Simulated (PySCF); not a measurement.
Computed shifts of a molecule C₂H₇FOSi, PySCF with PBE0/pcSseg-1, GIAO, gas phase, atoms alike by connectivity averaged where their shifts nearly agree, in ppm (number of nuclei): ¹³C: 59.4 (1), -1.7 (1). ²⁹Si: 25.7 (1). ¹⁹F: -211.3 (1). ¹H: 5.56 (1), 3.97 (1), 3.47 (1), 0.46 (3), 0.25 (1). References: ¹³C against TMS (σ = 186.3 ppm); ²⁹Si against TMS (σ = 352.7 ppm); ¹⁹F against CFCl3 (σ = 167.2 ppm); ¹⁷O against H2O (σ = 334.2 ppm); ¹H against TMS (σ = 31.56 ppm), references at their B3LYP-D3(BJ)/def2-TZVP geometries, non-relativistic. Geometry: PBE0-D3(BJ)/def2-SVP. One conformer was computed; it need not be the lowest.

Q: Which structure fits?
(A) CCO[SiH2]F
(B) C[Si@H](F)CO
(C) CO[Si@H](C)F
(D) CO[SiH2]CF

A: B, C[Si@H](F)CO
